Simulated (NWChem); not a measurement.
System meant: HTeCl; SMILES [TeH]Cl

Here is an NWChem input.

```
start job
memory heap 200 mb stack 900 mb global 1100 mb
geometry units angstroms noautoz
  Te     0.028546     0.568206     0.000000
  H     -1.637055     0.677057     0.000000
  Cl     0.033325    -1.804369     0.000000
end
basis spherical
  Te library def2-svp
  H library def2-svp
  Cl library def2-svp
end
dft
  xc b3lyp
  iterations 150
  mulliken
end
task dft energy
```

End of the output:

```
             Grid Information
             ----------------
          Grid used for XC integration:  medium
          Radial quadrature: Mura-Knowles
          Angular quadrature: Lebedev.
          Tag              B.-S. Rad. Rad. Pts. Rad. Cut. Ang. Pts.
          ---              ---------- --------- --------- ---------
          Te                  1.40      123           8.0       590
          H                   0.35       45           8.0       434
          Cl                  1.00       88           9.0       590
          Grid pruning is: on
          Number of quadrature shells:   256
          Spatial weights used:  Erf1

          Convergence Information
          -----------------------
          Convergence aids based upon iterative change in
          total energy or number of iterations.
          Levelshifting, if invoked, occurs when the
          HOMO/LUMO gap drops below (HL_TOL):  1.00D-02
          DIIS, if invoked, will attempt to extrapolate
          using up to (NFOCK): 10 stored Fock matrices.

                    Damping( 0%)  Levelshifting(0.5)       DIIS
                  --------------- ------------------- ---------------
          dE  on:    start            ASAP                start
          dE off:    2 iters        150 iters           150 iters

      Screening Tolerance Information
      -------------------------------
          Density screening/tol_rho:  1.00D-10
          AO Gaussian exp screening on grid/accAOfunc:  14
          CD Gaussian exp screening on grid/accCDfunc:  20
          XC Gaussian exp screening on grid/accXCfunc:  20
          Schwarz screening/accCoul:  1.00D-08

      Superposition of Atomic Density Guess
      -------------------------------------

      charge =      52.0 Te (Tellurium)

      symmetry species            s     p     d     f
      number of basis functions =10     7     6
      number of cont. functions = 4     4     2
      number of closed shells   = 5     3     2
      number of open shells     = 0     1     0
      open shell occupation     = 0     4     0
 ------------------------------------------------------------------------
 atomscf:atomd: error in atom scf                   0
 ------------------------------------------------------------------------
 ------------------------------------------------------------------------
  current input line :
    18: task dft energy
 ------------------------------------------------------------------------
 ------------------------------------------------------------------------
 This error has not yet been assigned to a category
 ------------------------------------------------------------------------
 For more information see the NWChem manual at https://nwchemgit.github.io

0:atomscf:atomd: error in atom scf:Received an Error in Communication
```

Q: What is wrong, and how is it mended?

A: The run crashed. Cause: the def2 basis of a heavy element holds valence functions alone and wants its effective core potential (without it all electrons must fit into that basis). This input runs:
```
start job
memory heap 200 mb stack 900 mb global 1100 mb
geometry units angstroms noautoz
  Te     0.028546     0.568206     0.000000
  H     -1.637055     0.677057     0.000000
  Cl     0.033325    -1.804369     0.000000
end
basis spherical
  * library def2-svp
end
ecp
  Te library def2-ecp
end
dft
  xc b3lyp
  iterations 150
  mulliken
end
task dft energy
```
It converges to -728.77320 Ha (B3LYP/def2-SVP with def2 effective core potentials on Te).
